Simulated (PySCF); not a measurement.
Cl₂Hf, SMILES [Cl][Hf][Cl], multiplicity 1.

Geometry: B3LYP-D3(BJ)/def2-TZVP. The multiplicity is an assumed one; other spin states were not compared. The def2 effective core potentials stand for the cores of Hf; spin–orbit coupling is left out.

Level of theory: TDA-CAM-B3LYP/def2-SVPD (PySCF).

Vertical excitations; the highest root listed may be one member of a degenerate set. Isolated molecule, no solvent. State labels are in the subgroup D2h.

Computed lowest excited states:
| state | symmetry | energy (eV) | λ (nm) | f | main pairs |
|---|---|---|---|---|---|
| S1 | Ag | 1.67 | 744 | 0.000 | HOMO→LUMO+1 (degenerate set) |
| S2 | B1g | 1.67 | 744 | 0.000 | HOMO→LUMO (degenerate set) |
| S3 | B3g | 1.99 | 625 | 0.000 | HOMO→LUMO+3 (degenerate set) |
| S4 | B2g | 1.99 | 625 | 0.000 | HOMO→LUMO+2 (degenerate set) |
| S5 | B3u | 5.10 | 243 | 0.472 | HOMO→LUMO+5 (degenerate set) |
| S6 | B2u | 5.10 | 243 | 0.472 | HOMO→LUMO+4 (degenerate set) |
| S7 | B3u | 5.58 | 222 | 0.000 | HOMO−2→LUMO, HOMO−1→LUMO+1 (degenerate set) |
| S8 | B2u | 5.58 | 222 | 0.000 | HOMO−1→LUMO, HOMO−2→LUMO+1 (degenerate set) |
| S9 | B1u | 5.63 | 220 | 0.000 | HOMO−3→LUMO+1 (degenerate set) |
| S10 | Au | 5.63 | 220 | 0.000 | HOMO−3→LUMO (degenerate set) |
| T1 | Ag | 0.18 | 6860 | 0 | HOMO→LUMO+1 (degenerate set) |
| T2 | B1g | 0.18 | 6860 | 0 | HOMO→LUMO (degenerate set) |
| T3 | B3g | 1.65 | 753 | 0 | HOMO→LUMO+3 (degenerate set) |
| T4 | B2g | 1.65 | 753 | 0 | HOMO→LUMO+2 (degenerate set) |
Triplets are in the Tamm–Dancoff approximation.
